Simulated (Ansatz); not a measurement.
Calculated with Ansatz (gas phase, PBE0-D4/def2-TZVP geometries, no zero-point term in ΔE). CBS: MP2 limit from def2 TZ/QZ plus the TZ coupled-cluster correction, frozen cores. DFT in def2-TZVPP. B3LYP here is the variant with VWN-RPA as its local correlation; programs differ in this. Elements past krypton have def2 core potentials. For W outer-core shells are correlated without core-valence functions, which leaves a few kJ/mol of doubt a bond. Each species was taken in one conformer, which may not be the lowest.

Reaction (redistribution): `N[Si@H](Cl)[Si@@H](N)O` + `[OH][W]([Cl])([Cl])([Cl])([Cl])[Cl]` → `N[Si@H](O)[Si@H](N)O` + `[Cl][W]([Cl])([Cl])([Cl])([Cl])[Cl]`

`N[Si@H](Cl)[Si@@H](N)O`:

```xyz
13

N    -0.247   -1.648   -0.853
Si   -0.347    0.034   -1.186
O    -1.813    0.650   -1.628
Si    0.304    1.001    0.838
N     1.746    0.285    1.384
Cl   -1.381    0.601    2.045
H    -0.707   -2.027   -0.040
H    -0.236   -2.319   -1.605
H     0.531    0.288   -2.351
H    -2.464    0.742   -0.929
H     0.455    2.473    0.930
H     1.921   -0.689    1.195
H     2.238    0.609    2.201
```

`[OH][W]([Cl])([Cl])([Cl])([Cl])[Cl]`:

Cartesian coordinates in Å:
```
O 1.259 0.870 0.460
W -0.167 -0.232 0.041
Cl -0.536 1.312 -1.668
Cl 0.293 -1.669 1.748
Cl -1.996 -1.351 -0.755
Cl -1.571 0.916 1.454
Cl 1.138 -1.529 -1.336
H 1.580 1.682 0.056
```

`N[Si@H](O)[Si@H](N)O`:

```xyz
14

N    -1.525    1.359   -0.190
Si   -0.759    0.458    1.053
O    -0.052    1.319    2.281
Si    0.830   -0.819   -0.114
N     0.662   -0.429   -1.781
O     0.576   -2.395    0.325
H    -2.338    1.930   -0.020
H    -0.985    1.694   -0.971
H    -1.807   -0.309    1.767
H     0.749    1.802    2.070
H     2.251   -0.464    0.185
H     1.408   -0.599   -2.438
H    -0.240   -0.502   -2.225
H     1.229   -3.044    0.057
```

`[Cl][W]([Cl])([Cl])([Cl])([Cl])[Cl]`:

```xyz
7

Cl   -0.912    0.158    2.092
W     0.000    0.000    0.000
Cl   -1.127    1.887   -0.634
Cl    1.127   -1.887    0.634
Cl    0.912   -0.158   -2.092
Cl   -1.769   -1.284   -0.675
Cl    1.769    1.284    0.675
```

```json
{"level": "PBE-D4", "ΔE (kcal/mol)": "5.3", "difference from CCSD(T)/CBS": "-0.4"}
{"level": "r2SCAN-D4", "ΔE (kcal/mol)": "6.1", "difference from CCSD(T)/CBS": "0.4"}
{"level": "PBE0-D4", "ΔE (kcal/mol)": "6.2", "difference from CCSD(T)/CBS": "0.5"}
{"level": "B3LYP-D4", "ΔE (kcal/mol)": "5.4", "difference from CCSD(T)/CBS": "-0.3"}
{"level": "ωB97X-V", "ΔE (kcal/mol)": "9.2", "difference from CCSD(T)/CBS": "3.5"}
{"level": "PBE", "ΔE (kcal/mol)": "5.4", "difference from CCSD(T)/CBS": "-0.3"}
{"level": "PBE0", "ΔE (kcal/mol)": "6.3", "difference from CCSD(T)/CBS": "0.6"}
{"level": "B3LYP", "ΔE (kcal/mol)": "5.7", "difference from CCSD(T)/CBS": "0.0"}
{"level": "MP2/def2-TZVPP", "ΔE (kcal/mol)": "2.7", "difference from CCSD(T)/CBS": "-3.0"}
{"level": "SCS-MP2/def2-TZVPP", "ΔE (kcal/mol)": "4.3", "difference from CCSD(T)/CBS": "-1.4"}
{"level": "CCSD/def2-TZVPP", "ΔE (kcal/mol)": "7.3", "difference from CCSD(T)/CBS": "1.6"}
{"level": "HF/def2-QZVPP", "ΔE (kcal/mol)": "8.9", "difference from CCSD(T)/CBS": "3.2"}
{"level": "MP2/def2-QZVPP", "ΔE (kcal/mol)": "2.4", "difference from CCSD(T)/CBS": "-3.3"}
{"level": "SCS-MP2/def2-QZVPP", "ΔE (kcal/mol)": "4.0", "difference from CCSD(T)/CBS": "-1.7"}
{"level": "MP2/CBS(def2)", "ΔE (kcal/mol)": "2.5", "difference from CCSD(T)/CBS": "-3.2"}
{"level": "CCSD/CBS(def2)", "ΔE (kcal/mol)": "7.1", "difference from CCSD(T)/CBS": "1.4"}
{"level": "CCSD(T)/CBS", "ΔE (kcal/mol)": "5.7", "difference from CCSD(T)/CBS": "0"}
```

Largest T1 diagnostic among the species: 0.024, so the coupled-cluster value is less sure than usual.

In def2-TZVPP, CCSD(T) changes the Hartree–Fock value by −3.7 kcal/mol (the triples alone add −1.4 kcal/mol) and MP2 by −6.8 kcal/mol. From PBE to PBE0 (25 % exact exchange), in def2-TZVPP and without D4, ΔE moves by +0.9 kcal/mol.
